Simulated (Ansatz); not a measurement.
H2O3P, doublet, at a GFN2-xTB geometry. Base run: B3LYP/6-31G (Ansatz, a quantum-chemistry and plane-wave program).

Geometry (Å):
```xyz
6

O      1.4272    -0.1279     0.4703
P      0.1993     0.0217    -0.3148
O     -0.8992    -1.1622     0.0320
O     -0.6480     1.3325     0.1015
H     -0.4933    -2.0209     0.1520
H     -1.5356     1.3567    -0.2599
```
Charge 0, spin multiplicity 2.
Orbitals are unrestricted.
All else is at Ansatz's defaults.
Base energy -568.02896 Eh.

Each row names what was changed in the base input (with any setting that the change needs).

```json
[
 {"change": "base", "ΔE vs base (kcal/mol)": "0.000"},
 {"change": "point_charge = charge:1.0 position_ang:2.7913, 0.4363, -3.7549", "ΔE vs base (kcal/mol)": "-0.575"},
 {"change": "fitting.mean_field = cc-pVTZ-JKFIT", "ΔE vs base (kcal/mol)": "-0.008"},
 {"change": "point_charge = charge:0.5 position_ang:-3.5643, 3.6191, 0.0163", "ΔE vs base (kcal/mol)": "3.32"},
 {"change": "forces = on", "ΔE vs base (kcal/mol)": "0.000"},
 {"change": "lower_state_search = off", "ΔE vs base (kcal/mol)": "0.000"},
 {"change": "final_grid = 6, 12, 29", "ΔE vs base (kcal/mol)": "-0.001"},
 {"change": "fitting.mean_field = def2-universal-JKFIT", "ΔE vs base (kcal/mol)": "-0.025"},
 {"change": "nuclear_model = gaussian", "ΔE vs base (kcal/mol)": "0.171"},
 {"change": "final_grid = 10, 20, 41", "ΔE vs base (kcal/mol)": "0.000"},
 {"change": "point_charge = charge:-1.0 position_ang:0.1158, -1.4759, -4.6856", "ΔE vs base (kcal/mol)": "-6.70"}
]
```
